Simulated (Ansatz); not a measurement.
Relaxed structures of CH$_{2}$SiTe, closed shell (PBE0-D4/def2-TZVP; forces vanish, vibrations not checked; lower isomers may exist, and structures with a doubtful reference or unclear bonds are left out; Å). Program: Ansatz 0.2.0. Basis: def2-TZVPP. Cores are frozen in the correlated methods. Filled d shells of the heavier atoms are correlated. Core potentials replace the inner electrons of the atoms past krypton. The def2 sets are not built for correlating such inner shells, so the correlated values are less sure here.

Problem. Rank them by CCSD(T) energy, lowest first, and give each one's height above the lowest. Links in brackets join atoms within 1.22 times the sum of their covalent radii (1.1 for two metals). (An estimate is asked for; the value comes from the calculation.)
A.
CH₂SiTe ([CH]1[Si][TeH]1)
```
5
angstrom
C -0.4906 -0.5846 -0.1595
Si 0.7017 0.6420 -0.0857
Te 0.5357 -1.5396 1.4342
H -1.3878 -1.0435 -0.5470
H 1.5331 -2.5800 0.5717
```
B.
CH₂SiTe ([CH]1[SiH][Te]1)
```
5
angstrom
C -0.7165 -0.3890 -0.2565
Si 0.4953 0.6892 0.0881
Te 0.9601 -1.5793 0.7909
H -1.6354 -0.8292 -0.5983
H 0.8964 2.1083 -0.0243
```
C.
CH₂SiTe ([CH2]1[Si][Te]1)
```
5
angstrom
C -0.5333 -0.7381 -0.3558
Si 0.5465 0.7284 0.1291
Te 0.7634 -1.4008 1.2815
H -1.5842 -0.7565 -0.0788
H -0.3365 -1.2785 -1.2782
```

Solution. By the calculation: C (0.0 kJ/mol), A (121.4 kJ/mol), B (211.4 kJ/mol). Heights count from the lowest.

The T1 diagnostic stays at or below 0.018. The restricted Hartree–Fock reference is unstable towards an unrestricted one at one or more of these structures.

For scale, one of the runs: CCSD(T)/def2-TZVPP, 151 basis functions, launched by `ansatz run in.yaml --threads 2 --pin off --events-out ev --progress --plain --max-ram 4352MiB`. The run took 34 s on 2 CPU threads of an Arm Neoverse V1 (shared host), with 1.1 GiB of host memory at its peak.
